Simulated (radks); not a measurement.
The numbers below are computed, except where a source is named.
Valence configurations of the germanium ion Ge2+ (all share [Ar]). Level of theory: Dirac Kohn-Sham, PBE, spin-unpolarised, spherical densities, finite nucleus; open shells fill j = l - 1/2 first; Fermi nuclear charge, rms radius 4.0742 fm (a radial shooting solver on a logarithmic mesh with Libxc functionals). Energies are relative to 3d10 4s2; eigenvalues in eV.

| valence | E (eV) | e(3d3/2) | e(3d5/2) | e(4p1/2) | e(4p3/2) | e(4s1/2) |
|---|---|---|---|---|---|---|
| 3d10 4s2 | 0.000 | -49.539 | -48.951 | - | - | -29.246 |
| 3d10 4s1.5 4p0.5 | 4.634 | -50.335 | -49.747 | -20.405 | - | -29.707 |
| 3d10 4s1 4p1 | 9.301 | -51.117 | -50.528 | -20.789 | - | -30.155 |
| 3d9.5 4s2 4p0.5 | 15.464 | -54.847 | -54.240 | -21.294 | - | -30.929 |
| 3d9 4s2 4p1 | 32.977 | -60.295 | -59.669 | -22.536 | - | -32.563 |
| 3d9 4s1.5 4p1.5 | 38.005 | -61.030 | -60.403 | -22.885 | - | -32.970 |
| 3d9 4s1 4p2 | 43.062 | -61.754 | -61.126 | -23.225 | - | -33.367 |
| 3d8 4s2 4p2 | 74.489 | -71.583 | -70.916 | -24.921 | - | -35.704 |
| 3d8 4s1 4p3 | 85.759 | -73.057 | -72.389 | -25.602 | -25.165 | -36.495 |
| 3d7 4s2 4p3 | 125.65 | -83.484 | -82.775 | -27.267 | -26.776 | -38.774 |

NIST lists [Ar] 3d10 4s2 as the ground configuration; this level of theory agrees among the configurations tried. The energies are those of spherical spin-averaged densities, not of single terms.
